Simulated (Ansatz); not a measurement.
Ansatz (a program for electronic structure) input:

Ansatz 0.2 input:
```yaml
crystal:
  periodic: [false, false, false]
  atoms:
    - {symbol: C, position_ang: [-2.19894277, 0.79671908, 0.25294142]}
    - {symbol: C, position_ang: [-0.96930230, -0.00985773, -0.09895123]}
    - {symbol: C, position_ang: [0.16915702, 0.16011881, 0.80683407]}
    - {symbol: C, position_ang: [1.53739207, -0.09792515, 0.36657096]}
    - {symbol: Cl, position_ang: [2.19660617, 1.38987553, -0.54174872]}
    - {symbol: Cl, position_ang: [-1.42487538, -1.83624091, -0.07556737]}
    - {symbol: H, position_ang: [-1.96194778, 1.86047155, 0.17454504]}
    - {symbol: H, position_ang: [-3.02077105, 0.57109197, -0.42432415]}
    - {symbol: H, position_ang: [-2.52082124, 0.58657706, 1.27324215]}
    - {symbol: H, position_ang: [-0.67443671, 0.13796226, -1.13595761]}
    - {symbol: H, position_ang: [-0.01320023, 0.49840168, 1.81877822]}
    - {symbol: H, position_ang: [1.60664747, -0.90529586, -0.35782542]}
    - {symbol: H, position_ang: [2.23528181, -0.25532730, 1.18154382]}
basis:
  gaussian:
    orbitals: cc-pVTZ
magnetization: {spin_polarized: true, initial_magnetization: 1}
correlation: {method: ccsd_t, electrons: outside_noble_gas}
```

Task: What final total energy does it print?

Result: -1075.75970 Eh (CCSD(T)/cc-pVTZ). The basis has 286 functions.

It need not be the lowest isomer of its formula.
